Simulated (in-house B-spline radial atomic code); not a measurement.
# Response and correlation of V VI (V5+)

Closed shell [Ne] 3s2 3p6. Computed with an all-electron radial atomic-structure program (B-spline basis): Dirac-Hartree-Fock, relativistic RPA (time-dependent Dirac-Hartree-Fock) for the response and second-order many-body perturbation theory for correlation, no-pair Dirac-Coulomb Hamiltonian, finite nucleus.

Command:
```bash
python run_mb.py task.json out
```
Settings (nuclear radius in fm, box in bohr, cutoff in hartree):
```
basis_form          2
Z                   23
core_configuration  [Ne] 3s2 3p6
rms_radius          3.6002
mass_number         51
speed_of_light      137.036
box_radius          10.732
lmax                7
intervals           63
virtual_cutoff      13225.0
```

Time taken, with all properties: 2 s on 1 thread of Intel(R) Xeon(R) 6975P-C (shared host).

```json
{"multipole (bohr³, bohr⁵, bohr⁷)": "dipole", "uncoupled": "1.1658", "coupled RPA": "1.0783"}
{"multipole (bohr³, bohr⁵, bohr⁷)": "quadrupole", "uncoupled": "0.97011", "coupled RPA": "?"}
{"multipole (bohr³, bohr⁵, bohr⁷)": "octupole", "uncoupled": "2.1153", "coupled RPA": "2.6522"}
```

What is the coupled quadrupole polarisability?

1.1089 atomic units, +14 % against the uncoupled value.

Which subshells carry the dipole polarisability?

3p3/2 65.9 %, 3p1/2 31.7 %, 3s1/2 2.2 %.

What does the dipole shielding factor come to?

The dipole shielding factor is 0.783, against the exact N/Z = 18/23 = 0.783 of the non-relativistic theorem.

Dipole polarisability at imaginary frequency:

| u (Eh) | α(iu) (bohr³) |
| --- | --- |
| 0 | 1.078 |
| 0.294 | 1.058 |
| 0.735 | 0.9635 |
| 1.47 | 0.736 |
| 2.2 | 0.5373 |
| 2.94 | 0.3951 |
| 4.41 | 0.2348 |
| 5.88 | 0.1557 |
| 7.35 | 0.1118 |
| 10.3 | 0.06695 |
| 14.7 | 0.03879 |
| 22 | 0.02074 |
| 29.4 | 0.01306 |
| 44.1 | 0.006648 |
| 73.5 | 0.002697 |
| 147 | 0.0007406 |

What dispersion coefficients follow for two such ions (the dispersion part alone)?

C6 = (3/π)∫α(iu)²du = 1.954 hartree·bohr⁶ and C8 = 12.38 hartree·bohr⁸.

Lowest J = 1 odd-parity excitations:

```tsv
energy (eV)	oscillator strength	leading channel	weight
37.606	0.000275	3p3/2 → d3/2	0.581
43.052	0.00332	3p1/2 → d3/2	0.504
54.949	3.8	3p3/2 → d5/2	0.566
68.293	0.0526	3p3/2 → s1/2	0.743
69.531	0.237	3p1/2 → s1/2	0.742
87.824	0.000695	3p3/2 → d3/2	0.602
89.217	0.0505	3p3/2 → d5/2	0.632
90.084	0.0377	3p1/2 → d3/2	0.928
```

Second-order correlation energy by the highest angular momentum of the excited pair (hartree): s -0.02043, p -0.1708, d -0.4116, f -0.1111, g -0.04435, h -0.01675, i -0.007714, k -0.004028.

What is the second-order correlation energy at the partial-wave limit?

The listed waves sum to -0.78683 hartree; extrapolating the increments as (l + 1/2)⁻⁴ gives -0.79506 hartree, -1.2 eV per electron.
